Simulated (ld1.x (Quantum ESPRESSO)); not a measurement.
Results of a calculation; reference values are marked as such.
# Pseudopotentials across the periodic table

Generated with ld1.x 7.5 (TM, RRKJ, ultrasoft, PAW), atompaw 4.2 or ONCVPSP 4.0.1. The cutoff is in Ry: for ld1.x and atompaw files where the sum of valence levels is converged to 10 mRy in a Bessel basis, for ONCV files where the hardest occupied wave has 1 mHa per electron of residual kinetic energy. The error is the largest all-electron minus pseudo excitation energy over each file’s own four to seven test configurations (ionisations up to +4, promotions, holes and added fractions of an electron), all of which were solved. The labels leave out finer settings (local radius, basis sizes, second energies), which also bear on the numbers. Spin-polarised tests are not counted. The rows are a selection from randomly drawn settings: files with unsolved tests, undetermined cutoffs or missed reference levels are left out.

```tsv
element	potential	cutoff (Ry)	largest error (meV)	bound ghosts
Be	TM, PW91, non-relativistic, rc 1.85/4.20/4.10 (spd), local s, core correction yes, reference 2s1 2p0	10	+128	none
Ge	PAW, PBE, scalar-relativistic, rc 1.95/2.35 (sp), local smoothed, core correction yes, reference 4s2 4p2	8	-332	none
Ge	TM, PBE, scalar-relativistic, rc 1.85/2.30/2.25 (spd), local p, core correction no, reference 4s2 4p1	25	+102	none
Tc	TM semilocal, PBE, scalar-relativistic, rc 2.00/2.45/1.95 (spd), local d, core correction yes, reference 4d5 5s1 5p0	40	-169	none
Hf	TM, PBEsol, non-relativistic, rc 2.30/3.10/2.10 (spd), local s, core correction yes, reference 5d2 6s1.5 6p0	25	-91	none
Ir	PAW, LDA (PZ), scalar-relativistic, rc 2.75/3.60/1.40 (spd), local smoothed, core correction yes, reference 5d7.5 6s1.5 6p0	50	-164	none
```

Fill in the row for Ge: ultrasoft, PBE, scalar-relativistic, rc 1.95/2.20/1.55 (spd), local smoothed, core correction no, reference 4s2 4p2.

cutoff 8 Ry, largest error +71 meV, bound ghosts: none.
